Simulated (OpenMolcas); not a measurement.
## V3+: moving the ligands

V3+ with 6 ligands (ammonia) in octahedral coordination (S6) at 2.06 Å. Ligand basis ANO-RCC-VDZP.

| Property | Result |
| --- | --- |
| Program | OpenMolcas 26.06 |
| Method | SS-CASPT2, IPEA 0.25 Eh, imaginary shift 0.1 Eh (closed shells correlated: 3s 3p and the ligand valence shells) |
| Basis | ANO-RCC-VTZP [6s5p3d2f1g] |
| Scalar Hamiltonian | DKH2, point nucleus |
| Active space | 2 electrons in 5 orbitals (3d) |
| State averaging | 2S+1 = 3 even, 10 roots; 2S+1 = 1 even, 15 roots |
| Spin-orbit coupling | RASSI with atomic mean-field integrals over the reference wave functions |

Runs around this geometry, states. Energies in cm-1 above the lowest state or level, χT in cm3 K/mol.

```csv
R (Å),Ground state,First state of that spin,First gap with spin-orbit (degeneracies),χT at 300 K,First state of another spin
1.99,2S+1 = 3,270,"73 (2, 2)",0.928,2S+1 = 1: 8960
2.06,2S+1 = 3,230,"68 (2, 2)",0.922,2S+1 = 1: 9310
2.19,2S+1 = 3,170,"58 (2, 2)",0.912,2S+1 = 1: 9780
```

Roots that are degenerate in the reference are averaged as groups; the widest CASPT2 spread within a group is 130 cm-1 (the 2-fold group of multiplicity 3 near 36100 cm-1 above the lowest state of its run, R = 1.99). Shifts and gaps below about the spread of the groups concerned are not significant. Over all roots computed the reference weight is 0.69 to 0.70 in R = 1.99, 0.69 to 0.70 in R = 2.06, 0.69 to 0.70 in R = 2.19; a low but even weight reflects the number of correlated electrons. An orbital doublet at a regular site is open to a Jahn-Teller distortion, which this geometry leaves out. Ligand-to-metal charge-transfer states are missing. With no ligand orbital active B as a rule stays too high, so bands that hang on it stand too high and its fall with covalency is understated. With one d shell and no ligand orbital active, 10Dq can be off by a tenth or more. The least metal-like active orbital is 83 % on the metal (Löwdin) and no ligand orbital is active, so the numbers are rough (holds for R = 1.99). The least metal-like active orbital is 84 % on the metal (Löwdin) and no ligand orbital is active, so the numbers are rough (holds for R = 2.06). No measured value stands beside these numbers; the geometry is a model, was not optimised and need not be the one that this ion takes.

A state without a sure symmetry label is named by its multiplicity alone.
